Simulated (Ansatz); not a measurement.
Energy difference R1 → P1 + P2, each structure at its B3LYP-D3(BJ)/def2-TZVP stationary point, reached from a drawn start (curvature not checked).
R1: HCl (SMILES Cl), charge 0, multiplicity 1.
P1: Cl atom, charge 0, multiplicity 2.
P2: H atom, charge 0, multiplicity 2.

P less R. No zero-point or thermal terms; singlets are restricted closed shells; open shells are unrestricted; no spin–orbit coupling.

Cores are frozen in the correlated methods.

The values were computed with Ansatz (Gaussian basis) for Hartree–Fock, density functionals and correlated methods. All values are computed, each at the level named.

Total energies in hartree:

| structure | PBE/def2-TZVPP | r2SCAN/def2-TZVPP | CCSD(T)/cc-pV(Q+d)Z |
|---|---|---|---|
| R1 | -460.627411 | -460.785863 | -460.363836 |
| P1 | -459.958430 | -460.116931 | -459.694492 |
| P2 | -0.499616 | -0.499927 | -0.499946 |

**Question.** Work out the reaction energy at each level in kcal/mol (1 hartree = 627.50947 kcal/mol), and say how far PBE/def2-TZVPP lies from CCSD(T)/cc-pV(Q+d)Z.

**Answer.** 
- PBE/def2-TZVPP: (-459.958430) + (-0.499616) − (-460.627411) = 0.169365 hartree = 106.28 kcal/mol
- r2SCAN/def2-TZVPP: (-460.116931) + (-0.499927) − (-460.785863) = 0.169005 hartree = 106.05 kcal/mol
- CCSD(T)/cc-pV(Q+d)Z: (-459.694492) + (-0.499946) − (-460.363836) = 0.169398 hartree = 106.30 kcal/mol
PBE/def2-TZVPP less CCSD(T)/cc-pV(Q+d)Z: -0.02 kcal/mol. CCSD(T)/cc-pV(Q+d)Z is the level counted from, the highest shown, and no exact or measured value.

Ansatz is a program for electronic structure.
